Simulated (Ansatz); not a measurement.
Cartesian coordinates in Å:
```
C -0.282 -0.266 -1.523
C -0.062 -0.063 -0.350
Zn 0.274 0.257 1.474
H -0.475 -0.445 -2.556
H 0.545 0.518 2.955
```

The species carries charge 0 and has multiplicity 1.

Q: List the CAM-B3LYP/def2-TZVPP orbital energies in eV (the Gaussian-basis code of Ansatz). (An estimate is asked.)

A: Computed: Occupied: -9452.21, -1151.33, -1014.76, -1014.76, -1014.69, -278.69, -278.38, -134.18, -90.46, -90.46, -90.31, -22.21, -17.23, -16.36, -16.36, -16.29, -16.29, -16.20, -12.38, -10.42, -9.39, -9.39. Lowest empty: -0.09, -0.09, 1.41, 2.72, 2.72, 2.81, 3.19, 3.85.
